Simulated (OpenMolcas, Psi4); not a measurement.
SnH2F2 (SMILES [F][SnH2][F]): methods side by side

The species is SnH2F2 (5 atoms), meant as a singlet with charge 0. As SMILES, `[F][SnH2][F]`. The shape is that of a PBE0-D4/def2-TZVP optimisation.

Each level gives the electronic atomisation energy (eV). The values are calculated. Electronic energies at fixed atoms, without zero-point motion or spin-orbit coupling.

```tsv
level	kind	program	value (eV)
HF/def2-SVP (core potential)	Hartree–Fock	Psi4	9.62
SVWN5/def2-SVP (core potential)	LDA	OpenMolcas	16.88
PBE/def2-SVP (core potential)	GGA	OpenMolcas	14.52
r2SCAN/def2-SVP (core potential)	meta-GGA	OpenMolcas	14.31
BHLYP/def2-SVP (core potential)	global hybrid	Psi4	13.40
CAM-B3LYP/def2-SVP (core potential)	range-separated hybrid	Psi4	14.40
MP3/def2-SVP (core potential)	perturbation theory	Psi4	13.17
CCSD/def2-SVP (core potential)	coupled cluster or CI	Psi4	13.33
```

The values span 9.62 to 16.88 eV. In the correlated wave-function rows the outer d shell of Sn is correlated, in sets not made for it.
